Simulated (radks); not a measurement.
Values are calculated unless marked as measured or tabulated.
Spherical quantum dot in the effective-mass picture: electrons in a parabolic well V = omega^2 r^2 / 2 with omega = 2.44, with a point charge +2 (a donor) at the centre, all in effective atomic units (hartree* = m*/eps^2 hartree, bohr* = eps/m* bohr), one dielectric constant everywhere. Level of theory: non-relativistic Kohn-Sham, LDA (Slater exchange, Perdew-Wang correlation), spin-polarised, spherical densities (a radial shooting solver with Libxc functionals). Levels are named by radial order and angular momentum (1s, 1p, 1d, 2s, ...), and open shells are averaged over m. Results are scaled to m* = 0.049 and eps = 12.5, for which hartree* = 8.533 meV and bohr* = 13.5 nm. Each electron was tried in the lowest free levels, single moves between levels near the top were tried too, and the lowest total energy was kept; such a search can miss a lower state. At N = 1 the Hartree and exchange-correlation terms need not cancel, so that row can carry a self-interaction error.

N	open shells	2S	E (meV)	mu = E(N) - E(N-1) (meV)	addition energy mu(N+1) - mu(N) (meV)	e(HOMO) (meV)	rms radius (nm)
1	1s(up 1, down 0)	1	-4.98007	-4.9801	13.82	0.31444	7.900
2	none	0	3.85620	8.8363	40.13	13.838	8.404
3	1p(up 1, down 0)	1	52.8195	48.963	6.982	52.399	10.34
4	1p(up 2, down 0)	2	108.764	55.945	7.125	59.506	11.33
5	1p(up 3, down 0)	3	171.835	63.070	9.138	66.627	11.99
6	1p(up 3, down 1)	2	244.043	72.208	6.496	75.422	12.52
7	1p(up 3, down 2)	1	322.747	78.704	6.592	81.998	12.96
8	none	0	408.042	85.295	17.99	88.588	13.34
9	2s(up 1, down 0)	1	511.332	103.29	6.618	106.27	13.92
10	none	0	621.240	109.91	11.70	112.86	14.41
11	1d(up 1, down 0)	1	742.845	121.60	5.465	124.34	14.86
12	1d(up 2, down 0)	2	869.914	127.07	5.443	129.80	15.26
13	1d(up 3, down 0)	3	1002.43	132.51	5.411	135.22	15.62
14	1d(up 4, down 0)	4	1140.35	137.92	5.372	140.62	15.94
15	1d(up 5, down 0)	5	1283.64	143.29	6.720	145.97	16.24
16	1d(up 5, down 1)	4	1433.66	150.02	5.137	152.59	16.52
17	1d(up 5, down 2)	3	1588.81	155.15	5.122	157.72	16.79
18	1d(up 5, down 3)	2	1749.09	160.27	5.098	162.83	17.04
19	1d(up 5, down 4)	1	1914.46	165.37	5.067	167.91	17.27
20	none	0	2084.90	170.44	19.69	172.96	17.50
21	1f(up 1, down 0)	1	2275.03	190.13	4.603	192.44	17.80
22	1f(up 2, down 0)	2	2469.77	194.74	4.586	197.03	18.07
23	1f(up 3, down 0)	3	2669.09	199.32	4.566	201.61	18.33
24	1f(up 4, down 0)	4	2872.97	203.89	4.545	206.16	18.58
25	1f(up 5, down 0)	5	3081.41	208.43	4.523	210.70	18.82
26	1f(up 6, down 0)	6	3294.36	212.96	4.499	215.21	19.04
27	1f(up 7, down 0)	7	3511.82	217.45	4.869	219.70	19.25
28	1f(up 7, down 0) 2p(up 1, down 0)	8	3734.14	222.32	4.596	224.62	19.46
29	1f(up 7, down 0) 2p(up 2, down 0)	9	3961.06	226.92	4.581	229.21	19.66
30	1f(up 7, down 0) 2p(up 3, down 0)	10	4192.56	231.50	5.020	233.79	19.85
31	1f(up 7, down 1) 2p(up 3, down 0)	9	4429.08	236.52	4.287	238.67	20.03
32	1f(up 7, down 2) 2p(up 3, down 0)	8	4669.89	240.81	4.274	242.95	20.22
33	1f(up 7, down 3) 2p(up 3, down 0)	7	4914.97	245.08	-	247.21	20.39

All shells are closed at N = 2, 8, 10, 20 (there: 1s2 1p6 1d10 2s2); the second difference of the energy has clear peaks (12 % above both neighbours; the first and last values, which can be the largest, are not judged, and half-filled shells can peak too) at N = 2, 5, 8, 10, 15, 20.
